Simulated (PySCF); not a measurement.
## Co⁺: ionisation energy

Co⁺ [Ar] 3d8 (3F) → Co²⁺ [Ar] 3d7 (4F), as a difference of total energies. Computed with PySCF 2.14 in def2-TZVP, with the non-relativistic Hamiltonian (point nucleus). Correlated levels: valence: [Ar] frozen. The calculations carry no spin-orbit coupling.

```json
{"method": "UHF", "ionisation energy (eV)": "14.368"}
{"method": "MN15", "ionisation energy (eV)": "17.948"}
{"method": "LDA", "ionisation energy (eV)": "18.462"}
{"method": "MP2 (valence)", "ionisation energy (eV)": "16.694"}
{"method": "SCS-MP2 (valence)", "ionisation energy (eV)": "16.575"}
```

How much does correlation contribute at MP2 (valence)?

16.694 − (14.368) = 2.326 eV, measured against UHF.

These non-relativistic numbers lack the scalar-relativistic shift.

The reference lies between the lowest fine-structure levels, while these numbers refer to the centres of the terms.

Errors of the correlated levels include the incompleteness of this basis and the frozen core.

For comparison: 17.084 eV (measured; NIST Atomic Spectra Database, ionization energies).
